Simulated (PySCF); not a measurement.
## Removal energies of Nb(23+) from EOM-IP-GCCSD

Reference: closed-shell Nb(23+), [Ar]; one electron is removed. Calculated with PySCF 2.14, two-component X2C-1e with screened spin-orbit coupling, an even-tempered Gaussian basis (19 s from 0.98 bohr⁻², ratio 2.6; 14 p from 1.3 bohr⁻², ratio 2.6; 6 d from 1.3 bohr⁻², ratio 2.8; 3 f from 27 bohr⁻², ratio 2.8); frozen [Ne]; the 64 highest virtual spinors dropped; of the others 50 kept and the rest restored at second order. No Breit or QED terms. Binding energies in eV.

```json
{"level": "3s1/2", "Koopmans": "1288.0", "second order": "1276.9", "EOM-CCSD": "1270.8"}
{"level": "3p1/2", "Koopmans": "1198.4", "second order": "1198.4", "EOM-CCSD": "1198.5"}
{"level": "3p3/2", "Koopmans": "1177.0", "second order": "1177.3", "EOM-CCSD": "1177.4"}
```

In EOM-CCSD the overlap with the one-orbital guess is low for 3s1/2 (weight 0.74). That can mean mixing with two-hole, one-particle states, where second order and EOM-CCSD lose accuracy, or only a rotation among the degenerate components of the shell; the terms of those configurations are not listed.

For comparison, the ionisation energy of Nb(23+) is 1176 ± 4 eV (semi-empirical (NIST evaluation); NIST Atomic Spectra Database, ionization energies).
